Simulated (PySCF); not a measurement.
## Basis and Hamiltonian dependence of the excitation energy of Ga⁺

Ga⁺ [Ar] 3d10 4s2 (1S) → Ga⁺ [Ar] 3d10 4s1 4d1 (3D). All values are computed (PySCF 2.14, energy differences of UHF-based or UKS calculations, no spin-orbit coupling). Values in eV.

```tsv
basis	Hamiltonian	functions	UHF	PBE	PBE0	MP2 (valence)	CCSD(T) (valence)
aug-cc-pwCVDZ-PP with ECP10MDF	ECP	48	12.651	13.646	13.528	13.298	13.575
x2c-TZVPPall with one added diffuse shell each of s, p, d type	spin-free X2C	57	12.604	13.721	13.573	13.251	13.491
aug-cc-pVQZ-PP with ECP10MDF	ECP	89	12.600	13.610	13.492	13.242	13.439
dyall-av2z	non-relativistic	92	12.327	13.397	13.253	12.976	13.264
aug-cc-pwCVTZ-PP with ECP10MDF	ECP	96	12.603	13.679	13.541	13.243	13.447
x2c-QZVPPall with one added diffuse shell each of s, p, d, f type	spin-free X2C	110	12.609	n/a	n/a	13.244	13.434
aug-cc-pVQZ-PP with one added diffuse shell each of s, p, d, f, g type with ECP10MDF	ECP	114	12.599	13.606	13.489	13.240	n/a
```

Frozen in the all-electron rows: valence: [Ar] 3d10; with a core potential, the same shells as far as they lie outside it.

Non-relativistic rows lack the scalar-relativistic shift.

Reference for a calculation without spin-orbit coupling: 14.116 eV (measured, between term centres; NIST).
